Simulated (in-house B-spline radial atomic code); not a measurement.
# How G0W0 and RPA depend on the start: Br25+

Configuration [He] 2s2 2p6. Computed with an all-electron radial atomic-structure program (B-spline basis): all electrons, non-relativistic, point nucleus, each spin shell either full or empty, empty states to l = 9 with an (l + 1/2)⁻⁴ tail; G0W0 by contour deformation at full frequency.

```json
{"start": "Hartree-Fock", "mean-field 2p (eV)": "-2730.43", "G0W0 (eV)": "?", "QP weight": "?", "RPA correlation (Eh)": "?"}
{"start": "PBE", "mean-field 2p (eV)": "-2660.75", "G0W0 (eV)": "-2728.79", "QP weight": "0.997", "RPA correlation (Eh)": "-0.63688"}
{"start": "PBEsol", "mean-field 2p (eV)": "-2659.61", "G0W0 (eV)": "-2728.91", "QP weight": "0.997", "RPA correlation (Eh)": "-0.63689"}
{"start": "LDA exchange-only", "mean-field 2p (eV)": "-2655.79", "G0W0 (eV)": "?", "QP weight": "?", "RPA correlation (Eh)": "?"}
{"start": "B3LYP (VWN-RPA)", "mean-field 2p (eV)": "-2675.48", "G0W0 (eV)": "-2728.78", "QP weight": "0.997", "RPA correlation (Eh)": "-0.63268"}
```

(1) What G0W0 level, weight and RPA correlation energy follow from the Hartree-Fock start?

(2) What G0W0 level, weight and RPA correlation energy follow from the LDA exchange-only start?

(3) How much of the dependence on the start does G0W0 remove?

Results:

(1) G0W0 level -2728.86 eV, weight 0.997, RPA correlation -0.61628 hartree.

(2) G0W0 level -2729.16 eV, weight 0.997, RPA correlation -0.63708 hartree.

(3) The mean-field levels span 74.6 eV and the G0W0 levels 0.378 eV. Against 2731.4 ± 1.5 eV (NIST, semi-empirical) the G0W0 removal energies are off by -2.62 to -2.24 eV, with relativity, Breit and QED terms left out.
